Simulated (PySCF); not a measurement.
C₂H₄AlBr.

```xyz
8

Al    -0.6412     0.6426     0.0000
H     -2.2006     0.8782     0.0000
Br     0.1284    -1.4916     0.0000
C      0.6070     2.1256     0.0000
C      0.1397     3.3908     0.0000
H      1.6976     1.9921     0.0000
H      0.7987     4.2687     0.0000
H     -0.9351     3.6153     0.0000
```
Charge 0, spin multiplicity 1.

Geometry optimised at TPSSh-D3(BJ)/def2-SVP. The structure was generated by enumeration; whether it is a known compound was not checked. Other conformers were not sampled.

Computed with PBE0/pcSseg-1 (PySCF). Non-relativistic, no solvent.

Computed absolute GIAO shielding of each atom: isotropic value and principal components (ppm):
```tsv
atom	σ(iso)	σ11	σ22	σ33	span
Al1	335.7	311.5	344.4	351.1	39.6
H2	26.2	22.6	24.4	31.5	9.0
Br3	2552.9	2135.6	2741.7	2781.3	645.7
C4	31.7	-87.7	9.9	172.8	260.5
C5	27.0	-109.5	27.0	163.5	273.1
H6	24.5	20.8	24.5	28.3	7.5
H7	24.2	21.0	23.9	27.7	6.7
H8	24.6	20.6	24.5	28.9	8.3
```
